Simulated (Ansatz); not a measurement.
Si(CF3)H3 (CH₃F₃Si), relaxed as a singlet with RKS r2SCAN-D4/def2-SVP in Ansatz, starting from the GFN2-xTB geometry. Force threshold 0.02 eV/Å.

Start:

```xyz
8

Si    0.9521   -0.3730    0.1455
C    -0.8430    0.3316   -0.1293
F    -1.6273    0.1944    0.9591
F    -1.4937   -0.2842   -1.1376
F    -0.8474    1.6460   -0.4300
H     1.6046   -0.2191   -1.1489
H     0.7405   -1.7601    0.5429
H     1.5142    0.4645    1.1983
```

| step | energy (eV) | largest force component (eV/Å) | SCF passes |
| --- | --- | --- | --- |
| 1 | -17099.4524 | 1.247 | 23 |
| 2 | -17099.5102 | 0.177 | 28 |
| 3 | -17099.5125 | 0.065 | 29 |
| 4 | -17099.5128 | 0.186 | 28 |
| 5 | -17099.5132 | 0.006 | 29 |

Force components are those of the run's own axes.

End:

| atom | x (Å) | y (Å) | z (Å) |
| --- | --- | --- | --- |
| Si1 | 0.907 | -0.356 | 0.139 |
| C2 | -0.872 | 0.342 | -0.134 |
| F3 | -1.628 | 0.233 | 0.980 |
| F4 | -1.520 | -0.313 | -1.120 |
| F5 | -0.850 | 1.649 | -0.472 |
| H6 | 1.652 | -0.199 | -1.139 |
| H7 | 0.775 | -1.789 | 0.515 |
| H8 | 1.536 | 0.433 | 1.231 |

By distances, no bond broke or formed. The bond that changes most is Si1–H6, from 1.46 to 1.49 Å (atoms count from 1).

No frequencies were taken in this run, so the end may be a saddle point.

Run time 7.5 s (4 threads of Arm Neoverse V2 on a shared host).
